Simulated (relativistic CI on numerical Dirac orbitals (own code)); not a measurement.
## Spin-allowed bands of a d8 ion in an octahedral site, by hand

Problem. A d8 ion in an octahedral site has a 3A2 ground term and spin-allowed bands at ν1 = 9450 and ν2 = 15271 cm⁻¹ (from a computed ligand-field model). Find Δ and the Racah parameter B, and predict the third band.

Working.
1. The F term splits into A2 (−1.2Δ), T2 (−0.2Δ) and T1 (+0.6Δ), so ν1 = E(T2) − E(A2) = Δ = 9450 cm⁻¹.
2. T1(F) mixes with T1(P), which lies at 15B, through an element 0.4Δ. The two roots, counted from A2, are ν2,3 = ½(15B + 3Δ) ∓ ½√[(15B − Δ)² + 12BΔ].
3. Solving the lower root for B gives B = (2ν1² + ν2² − 3ν1ν2)/(15ν2 − 27ν1) = -21124409/-26085 = 810 cm⁻¹.
4. The sum of the roots is 15B + 3Δ, so ν3 = 15B + 3ν1 − ν2 = 25226 cm⁻¹ (396 nm).

Check. The bands were computed by exact diagonalisation of the d8 shell with B = 810 and Δ = 9450 cm⁻¹, which gives ν3 = 25229 cm⁻¹. C does not enter the terms of highest spin.
